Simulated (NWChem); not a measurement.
# Atomisation of H7Si3

```
Si
H 1 1.4984
Si 1 2.3331 2 113.34
H 3 1.4952 1 109.91 2 56.21
H 3 1.4952 4 109.09 1 -119.07
H 3 1.4983 4 108.45 5 -117.98
Si 1 2.3331 2 113.34 3 -136.90
H 7 1.4952 1 109.91 2 -56.21
H 7 1.4952 8 109.09 1 119.07
H 7 1.4983 8 108.45 9 117.98
```
Charge 0, spin multiplicity 2.

Program: NWChem. All single points use one geometry, from UPBE0/def2-SVP, a minimum by its harmonic frequencies.

Basis set: def2-TZVP. The atomisation energy is electronic alone: no zero-point, thermal, spin-orbit or counterpoise terms. No value is extrapolated to the basis-set limit. Free atoms are single determinants with multiplicities Si 3, H 2. Correlated methods freeze the same cores in atoms and molecule, 15 orbitals in all.

```json
[
 {"method": "BHandHLYP", "atomisation energy (kcal/mol)": "647.2", "relative cost": "1"},
 {"method": "BP86", "atomisation energy (kcal/mol)": "661.9", "relative cost": "under 3"},
 {"method": "BLYP", "atomisation energy (kcal/mol)": "636.7", "relative cost": "under 3"},
 {"method": "PBE0", "atomisation energy (kcal/mol)": "645.4", "relative cost": "under 3"},
 {"method": "PBE", "atomisation energy (kcal/mol)": "643.2", "relative cost": "under 3"},
 {"method": "B3LYP", "atomisation energy (kcal/mol)": "649.2", "relative cost": "under 3"},
 {"method": "HF", "atomisation energy (kcal/mol)": "507.2", "relative cost": "under 3"},
 {"method": "MP2", "atomisation energy (kcal/mol)": "616.0", "relative cost": "3"}
]
```

The values span 154.7 kcal/mol, from HF (lowest) to BP86 (highest). Relative cost: rough, from shared machines, SCF included, BHandHLYP = 1. Costs are the molecule's.

B3LYP has NWChem's definition, with VWN1-RPA local correlation. The structure started from a generated list of species. The unpaired electrons of the parent sit in orbitals of symmetry a' (Cs labels of the run); other states weren't searched. The stability of the SCF solutions was not checked. Open-shell Hartree-Fock references start from PBE0 orbitals; any time given for them includes that run.
